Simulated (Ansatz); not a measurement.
Calculated with Ansatz (gas phase, PBE0-D4/def2-TZVP geometries, no zero-point term in ΔE). CCSD(T)/CBS is the MP2 limit (def2-TZVPP, def2-QZVPP) plus CCSD(T) − MP2 in def2-TZVPP, frozen cores. DFT in def2-TZVPP. B3LYP here is the variant with VWN-RPA as its local correlation; programs differ in this. For Se outer-core shells are correlated without core-valence functions, which leaves a few kJ/mol of doubt a bond. Scalar relativity is left out up to krypton. One conformer a species, not always the lowest.

Reaction (ligand exchange at the Si–Se bond): `S[SiH2][SeH]` + `C[SeH]` → `C[Se][SiH2]S` + H₂Se

| level | ΔE (kJ/mol) |
| --- | --- |
| B3LYP-D4 | -8.2 |
| ωB97M-V | -7.1 |
| B2PLYP | -5.2 |
| B3LYP | -3.0 |
| SCS-MP2/def2-TZVPP | -6.5 |
| MP2/def2-QZVPP | -8.7 |
| MP2/CBS(def2) | -9.0 |
| CCSD/CBS(def2) | -6.2 |

Q: What does CCSD(T)/CBS give? (Estimate.)

A: The calculation gave: -7.7 kJ/mol. The listed levels differ from it by -0.5, 0.6, 2.5, 4.7, 1.2, -1.0, -1.3, 1.5 kJ/mol.

Largest T1 diagnostic among the species: 0.010.

The D4 term adds −5.2 kJ/mol with B3LYP and −3.1 kJ/mol with PBE0; it sums over pairs of atoms, weighted by their polarisabilities, and B3LYP, whose exchange is more repulsive, gets the larger term. In def2-TZVPP, CCSD(T) changes the Hartree–Fock value by −7.2 kJ/mol (the triples alone add −1.6 kJ/mol) and MP2 by −8.4 kJ/mol.
